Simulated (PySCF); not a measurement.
Gas-phase reaction: 2 SF6 = 2 SF + 5 F2

Computed with PySCF and rigid-rotor harmonic-oscillator thermochemistry at 1 bar. The comparison is the NASA 1993 polynomial table, which mixes measured and estimated data. † marks an energy on the PBE0/def2-TZVP geometry and frequencies; other levels use their own. MP2 and CCSD(T) freeze the core. 6-31G* has spherical d functions here. Open shells (unrestricted): SF (multiplicity 2, electronic degeneracy 4); the rest are closed-shell singlets. Spin-orbit splitting is ignored; it lowers the true energy and changes the entropy of SF. B3LYP is the form with VWN-RPA correlation. MP2 isn't extrapolated to the basis-set limit; its ΔH°(298 K) is 2232.9 kJ in def2-SVP and 2598.3 kJ in def2-TZVPP. CCSD(T) isn't extrapolated to the basis-set limit; its ΔH°(298 K) is 2040.1 kJ in def2-SVP and 2391.4 kJ in def2-TZVPP. The harmonic model lacks anharmonicity and excited electronic states, which grow with temperature; levels with a mode under 35 cm⁻¹ are left out. The table's entry may be an old estimate for SF (not checked at source).

```
level               ΔH°(298 K), kJ  minus table  ΔG°(2000 K), kJ
------------------  --------------  -----------  ---------------
table                       2466.9            -            736.2
B3LYP/6-31G*                2145.6       -321.3            455.4
B3LYP/def2-TZVP†            2294.3       -172.6            586.5
CCSD(T)/def2-SVP†           2040.1       -426.8            332.3
HF/6-31G*                   2127.3       -339.6            396.6
M06-2X/def2-TZVP†           2522.9         56.0            815.1
MP2/def2-SVP†               2232.9       -234.0            525.1
PBE/def2-SVP                2139.5       -327.4            446.4
PBE0/def2-SVP†              2232.9       -234.0            525.1
LDA/def2-TZVP†              2775.7        308.8           1067.9
ωB97M-V/def2-TZVP†          2475.2          8.3            767.3
```
